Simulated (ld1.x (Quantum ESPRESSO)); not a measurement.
## An all-electron radial function and its pseudo partner (Mg (Z = 12))

Columns: radius, all-electron u(r) and pseudo u(r) of the 3s shell (level -4.68 eV) of magnesium in the configuration [Ne] 3s2 3p0; PBEsol, scalar-relativistic, TM scheme, ld1.x (Quantum ESPRESSO) 7.5.

```
r (bohr)  all-electron  pseudo
   0.158        0.0284  0.0312
   0.315       -0.1791  0.0618
   0.473       -0.2414  0.0923
   0.630       -0.1913  0.1224
   0.788       -0.0873  0.1540
   0.945        0.0325  0.1896
   1.102        0.1493  0.2330
   1.260        0.2547  0.2876
   1.418        0.3445  0.3521
   1.575        0.4178  0.4183
   1.732        0.4763  0.4763
   1.890        0.5219  0.5219
   2.047        0.5555  0.5555
   2.205        0.5784  0.5784
   2.362        0.5918  0.5918
   2.520        0.5971  0.5971
   2.678        0.5955  0.5955
   2.835        0.5881  0.5881
   2.992        0.5761  0.5761
   3.150        0.5603  0.5603
   3.308        0.5414  0.5414
   3.465        0.5205  0.5205
   3.622        0.4979  0.4979
   3.780        0.4742  0.4742
   3.938        0.4497  0.4497
   4.095        0.4252  0.4252
```

Q: How many radial nodes do the two functions have?

A: The all-electron 3s function has n − l − 1 = 2; the pseudo-wave has 0, since the states of the same l below it are removed with the core.

Q: At about which radius was the pseudo-wave matched?

A: 1.75 bohr, where the columns begin to agree (steps of 0.16 bohr).

Q: Is the pseudo-wave norm-conserving?

A: Yes: the TM scheme keeps the norm inside the radius equal to the all-electron one, which fixes the energy derivative of the logarithmic derivative at the level.
